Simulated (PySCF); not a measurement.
C₇H₁₁F.
Z-matrix (Å and degrees, GFN2-xTB geometry), rows numbered from 1:
```
C 
C   1  1.3196
F   2  1.3567  1  118.77
C   2  1.4925  1  127.94  3  -179.80
C   4  1.5457  2  112.76  1  -122.61
C   5  1.5392  4  106.32  2  -139.61
C   6  1.5297  5  105.44  4    -9.13
C   7  1.5235  6  103.24  5    32.04
H   1  1.0728  2  120.93  3   179.99
H   1  1.0750  2  121.35  3     0.03
H   4  1.0927  2  107.97  1    -0.98
H   5  1.0898  4  110.28  2   -19.81
H   5  1.0895  4  110.30  2    99.03
H   6  1.0904  5  110.01  4   108.95
H   6  1.0891  5  111.89  4  -131.12
H   7  1.0889  6  112.43  5   153.76
H   7  1.0915  6  110.34  5   -85.08
H   8  1.0911  4  109.72  2    42.36
H   8  1.0892  4  112.08  2   -78.65
```

Vertical excitations from PySCF (density fitting, frozen core in the response, grid level 2 and gas phase unless stated; continuum runs use non-equilibrium linear response for the excitations) on a GFN2-xTB geometry. Reference run:

| settings | S1, eV (f) | S2, eV (f) | S3, eV (f) | S4, eV (f) | S5, eV (f) | S6, eV (f) | T1, eV (Tamm–Dancoff) | mean α (au) |
| --- | --- | --- | --- | --- | --- | --- | --- | --- |
| PBE0/def2-SVPD, full TDDFT, 6 singlets | 6.83 (0.025) | 7.40 (0.528) | 7.47 (0.011) | 7.58 (0.015) | 7.99 (0.007) | 8.09 (0.000) | 4.48 | 81.7 |

Problem. What do these settings give: OPBE/6-31G, IEF-PCM chloroform, energy threshold 1e-11 Eh, full TDDFT, 6 singlets?

Solution. 
```tsv
settings	S1, eV (f)	S2, eV (f)	S3, eV (f)	S4, eV (f)	S5, eV (f)	S6, eV (f)	T1, eV (Tamm–Dancoff)	mean α (au)
OPBE/6-31G, IEF-PCM chloroform, energy threshold 1e-11 Eh, full TDDFT, 6 singlets	7.37 (0.001)	7.47 (0.607)	7.74 (0.033)	7.78 (0.013)	7.95 (0.008)	7.98 (0.004)	4.71	83.1
```

S1 moves by +0.54 eV; functional, basis and environment change together, so the shift can't be laid on one. States are counted by energy in each run and needn't keep their character from row to row.

Problem. Give the leading configurations of S1 (H = HOMO, L = LUMO) and the HOMO–LUMO gap of each run.

Solution. 
```tsv
settings	S1 configurations (weight)	S1 (eV)	orbital gap (eV)	S1 − gap (eV)
PBE0/def2-SVPD, full TDDFT, 6 singlets	H→L+1 0.85, H→L+2 0.09	6.83	7.77	-0.94
OPBE/6-31G, IEF-PCM chloroform, energy threshold 1e-11 Eh, full TDDFT, 6 singlets	H−1→L 0.99	7.37	5.82	+1.55
```

One conformer (not necessarily the lowest) at the GFN2-xTB geometry, without vibrations or thermal averaging.
